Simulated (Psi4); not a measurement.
BCl₃, charge -1, doublet, geometry from GFN2-xTB (a state made from the parent by changing its charge; the spin is typed, not shown lowest) (a gas-phase anion, which may not be bound at this level); HF/6-31G** run with Psi4.

The Psi4 input:
```
memory 2 GB

molecule {
-1 2
B     0.00409589    0.01392452    0.00870572
Cl    1.75461390   -0.24874663   -0.43087965
Cl   -0.68171649   -0.74958120    1.51644082
Cl   -1.07410209    0.99423238   -1.08812167
}

set {
  basis 6-31g**
  reference uhf
  scf_type pk
  puream true
  d_convergence 1e-8
}

energy('scf')
print_variables()
```

Question: Predict the main parts of the log of this Psi4 run.

Answer: 
```
   => Loading Basis Set <=

    Name: 6-31G**
    Role: ORBITAL
    Keyword: BASIS

         ---------------------------------------------------------
                                   SCF
               by Justin Turney, Rob Parrish, Andy Simmonett
                          and Daniel G. A. Smith
                              UHF Reference
         ---------------------------------------------------------

  ==> Geometry <==

    Molecular point group: c1
    Full point group: C1

    Geometry (in Angstrom), charge = -1, multiplicity = 2:

       Center              X                  Y                   Z               Mass
    ------------   -----------------  -----------------  -----------------  -----------------
         B            0.004070297073     0.013837507708     0.008651316898    11.009305360000
         CL           1.754588307073    -0.248833642292    -0.430934053102    34.968852682000
         CL          -0.681742082927    -0.749668212292     1.516386416898    34.968852682000
         CL          -1.074127682927     0.994145367708    -1.088176073102    34.968852682000

  Running in c1 symmetry.

  Rotational constants: A =      0.09662  B =      0.09662  C =      0.04831 [cm^-1]
  Rotational constants: A =   2896.59461  B =   2896.59460  C =   1448.32587 [MHz]
  Nuclear repulsion =  219.224903156845244

  Charge       = -1
  Multiplicity = 2
  Electrons    = 57
  Nalpha       = 29
  Nbeta        = 28

  ==> Algorithm <==

  SCF Algorithm Type is PK.
  DIIS enabled.
  MOM disabled.
  Fractional occupation disabled.
  Guess Type is SAD.
  Energy threshold   = 1.00e-06
  Density threshold  = 1.00e-08
  Integral threshold = 1.00e-12

  ==> Primary Basis <==

  Basis Set: 6-31G**
    Blend: 6-31G**
    Number of shells: 30
    Number of basis functions: 68
    Number of Cartesian functions: 72
    Spherical Harmonics?: true
    Max angular momentum: 2

  ==> Integral Setup <==

  Using in-core PK algorithm.
   Calculation information:
      Number of atoms:                   4
      Number of AO shells:              30
      Number of primitives:             96
      Number of atomic orbitals:        72
      Number of basis functions:        68

      Integral cutoff                 1.00e-12
      Number of threads:                 1

  Performing in-core PK
  Using 5506062 doubles for integral storage.
  We computed 92279 shell quartets total.
  Whereas there are 108345 unique shell quartets.

  ==> DiskJK: Disk-Based J/K Matrices <==

[...]
   @UHF iter  13: -1403.22653055984892   -1.45519e-11   1.33345e-08 DIIS
   @UHF iter  14: -1403.22653055984938   -4.54747e-13   3.42183e-09 DIIS
  Energy and wave function converged.

  ==> Post-Iterations <==

   @Spin Contamination Metric:   1.802547716E-02
   @S^2 Expected:                7.500000000E-01
   @S^2 Observed:                7.680254772E-01
   @S   Expected:                5.000000000E-01
   @S   Observed:                5.000000000E-01

    Orbital Energies [Eh]
    ---------------------

    Alpha Occupied:

[...]
    Alpha Virtual:

[...]
    Beta Occupied:

[...]
      28A     -0.243853

    Beta Virtual:

[...]
      68A      2.320720

    Final Occupation by Irrep:
              A
    DOCC [    28 ]
    SOCC [     1 ]
    NA   [    29 ]
    NB   [    28 ]

  @UHF Final Energy: -1403.22653055984938

   => Energetics <=

    Nuclear Repulsion Energy =            219.2249031568452438
    One-Electron Energy =               -2388.2889161270886689
    Two-Electron Energy =                 765.8374824103938181
    Total Energy =                      -1403.2265305598493796

  UHF NO Occupations:
  HONO-2 :   27  A 1.9991275
  HONO-1 :   28  A 1.9937953
  HONO-0 :   29  A 1.0000000
  LUNO+0 :   30  A 0.0062047
  LUNO+1 :   31  A 0.0008725
  LUNO+2 :   32  A 0.0008725
  LUNO+3 :   33  A 0.0007564

Computation Completed

Properties will be evaluated at   0.000000,   0.000000,   0.000000 [a0]

Properties computed using the SCF density matrix

 Multipole Moments:

 ------------------------------------------------------------------------------------
     Multipole            Electronic (a.u.)      Nuclear  (a.u.)        Total (a.u.)
 ------------------------------------------------------------------------------------

 L = 1.  Multiply by 2.5417464519 to convert [e a0] to [Debye]
 Dipole X            :         -0.0035464           -0.0027086           -0.0062550
 Dipole Y            :         -0.0120564           -0.0092081           -0.0212646
 Dipole Z            :         -0.0075378           -0.0057570           -0.0132948
 Magnitude           :                                                    0.0258468

 ------------------------------------------------------------------------------------

  Variable Map:
  ----------------------------------------------------------------------------
[...]
  Array Variable Map:
  ----------------------------------------------------------------------------
[...]
[...]
```
